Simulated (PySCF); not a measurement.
PySCF 2.14 output of an unrestricted M06 calculation on a single atom or ion in def2-TZVPPD with the def2 core potential (28 electrons) (6s4p3d1f, 40 functions), with scalar relativity through the core potential:

```
SCF conv_tol = 1e-09
number electrons alpha = 6  beta = 4
    Y. Zhao and D. G. Truhlar.,  Theor. Chem. Acc. 120, 215 (2008)
    Y. Zhao and D. G. Truhlar.,  Theor. Chem. Acc. 120, 215 (2008)
cycle= 1 E= -30.5726881224083  delta_E= -0.00279  |g|= 0.0103  |ddm|= 0.418
cycle= 2 E= -30.5728029758903  delta_E= -0.000115  |g|= 0.00268  |ddm|= 0.0628
cycle= 3 E= -30.5728096038203  delta_E= -6.63e-06  |g|= 0.000619  |ddm|= 0.0171
cycle= 4 E= -30.5728101330147  delta_E= -5.29e-07  |g|= 4.47e-05  |ddm|= 0.00448
cycle= 5 E= -30.5728101389941  delta_E= -5.98e-09  |g|= 1.16e-05  |ddm|= 0.000266
cycle= 6 E= -30.5728101397757  delta_E= -7.82e-10  |g|= 3.18e-06  |ddm|= 0.000118
converged SCF energy = -30.5728101397757  <S^2> = 2.0006474  2S+1 = 3.0004316
```

The run itself started from symmetry-adapted Hartree-Fock orbitals and held the occupation by maximum overlap, on a logarithmic radial grid, so the iterations belong to that start.

Task: Which element, charge and spin multiplicity is this?

Result: Sr (strontium, neutral), multiplicity 3; the state was [Kr] 5s1 5p1, high-spin 3P determinant (an excited configuration).

Energies and moments cover only the electrons outside the core potential.
